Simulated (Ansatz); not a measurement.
`F[C](F)(F)[GeH3]` + H₂ → `F[CH](F)[GeH3]` + H–F at 700 K and 1 bar (hydrogenolysis of a C–F bond).

Gas-phase electronic energies from Ansatz, PBE0-D4/def2-TZVP geometries. CCSD(T)/CBS adds triple-zeta CCSD(T) − MP2 to the extrapolated MP2 energy (def2 sets, frozen cores). This one scheme is used for every species. For Ge outer-core shells are correlated without core-valence functions, which leaves a few kJ/mol of doubt a bond. Scalar relativity is left out up to krypton.

```json
{"species": "`F[C](F)(F)[GeH3]`", "CCSD(T)/CBS energy (Eh)": "-2415.32566", "H − E (kJ/mol)": "166.5", "S (J/(mol·K))": "430.3"}
{"species": "H₂", "CCSD(T)/CBS energy (Eh)": "-1.17544", "H − E (kJ/mol)": "46.8", "S (J/(mol·K))": "155.3"}
{"species": "`F[CH](F)[GeH3]`", "CCSD(T)/CBS energy (Eh)": "-2316.12324", "H − E (kJ/mol)": "181.5", "S (J/(mol·K))": "414.8"}
{"species": "H–F", "CCSD(T)/CBS energy (Eh)": "-100.39570", "H − E (kJ/mol)": "45.2", "S (J/(mol·K))": "198.5"}
```

H − E and S are ideal-gas, rigid-rotor, harmonic terms from PBE0-D4/def2-TZVP. The MP2-based limit puts H₂ 0.8 mEh under its directly extrapolated value; such offsets cancel only in part. 1 Eh = 2625.50 kJ/mol, R = 8.31446 J/(mol·K).

**Question.** By hand: ΔE, ΔH, ΔS and ΔG.

**Answer.** ΔE = (-2316.12324) + (-100.39570) − (-2415.32566) − (-1.17544) = -0.01784 Eh = -46.8 kJ/mol. Δ(H − E) = 181.5 + 45.2 − 166.5 − 46.8 = 13.4, so ΔH = -33.4 kJ/mol. ΔS = 414.8 + 198.5 − 430.3 − 155.3 = 27.7 J/(mol·K). ΔG = -33.4 − 700 × (27.7)/1000 = -52.8 kJ/mol.

**Question.** By hand: the equilibrium constant, and the temperature at which ΔG would vanish if ΔH and ΔS stayed fixed.

**Answer.** log₁₀ K = −ΔG/(RT ln 10) = 3.9. ΔH and −TΔS have one sign here, so there is no such temperature.

TΔS isn't small against ΔH here. A doubt of 5 kJ/mol in ΔE shifts log₁₀ K by 0.4 here. These are equilibria of isolated gas molecules and say nothing of rates. Largest T1 diagnostic: 0.012 (customary marks: 0.02 for closed shells, 0.045 for open ones).
